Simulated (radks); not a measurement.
Task: Numerical settings for neutral indium, [Kr] 4d10 5s2 5p1. All-electron calculation, Dirac Kohn-Sham, PBE, spin-unpolarised, spherical densities, finite nucleus; open shells fill j = l - 1/2 first; Fermi nuclear charge, rms radius 4.6156 fm. Program: a radial shooting solver on a logarithmic mesh with Libxc functionals. The defaults (mesh step 0.008 in ln r, mesh end at 40 bohr or more with all orbitals vanishing there, Anderson mixing 0.5 over 9 steps, residual threshold near 1e-9 with the energy settled to 1e-9 hartree or 1e-11 of itself, here a cap of 86 iterations) give E = -5883.0795 hartree and 5p1/2 at -2.641 eV in 14 iterations. Run on one thread of a shared host, so times are rough (Arm Neoverse N1): 0.17 s of CPU time, 0.17 s wall, 14 iterations on 2437 mesh points. One setting is changed at a time: mesh step in ln r 0.05; mesh step in ln r 0.12; mesh step in ln r 0.2; mesh end (bohr) 3; mesh end (bohr) 8; residual threshold 1e-16; residual threshold 1e-13; mixing 2.5; linear mixing, mixing 0.5; linear mixing, mixing 0.2; mixing history 2; iteration cap 8. Which runs fail to converge, and which converge to a wrong energy?

Result: Not converged within the cap: mesh step in ln r 0.12; mesh step in ln r 0.2; residual threshold 1e-16; linear mixing, mixing 0.2; iteration cap 8. Settled on a wrong energy, with an occupied level pushed above zero by the early mesh end: mesh end (bohr) 3 (+1.99 hartree). Apart from these: settings that end as converged yet miss the energy by more than 1 mhartree: mesh end (bohr) 8 (+0.00658 hartree).
